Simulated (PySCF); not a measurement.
# Radial density of B³⁺ (boron, charge +3)

LDA, 1s2, closed-shell 1S. Calculation: PySCF 2.14, in jorge-DZP-DKH; scalar relativity by spin-free X2C-1e.

```csv
r (bohr),4πr²ρ (e/bohr)
0.00464,0.01768
0.00781,0.04898
0.0131,0.1317
0.0221,0.3377
0.0372,0.8219
0.0625,1.807
0.105,3.377
0.177,4.791
0.298,4.357
0.500,1.926
0.842,0.2626
1.42,0.005613
2.38,1.194e-05
```

Densities and radii are taken from the X2C orbitals without a picture-change correction, which distorts them close to the nucleus.
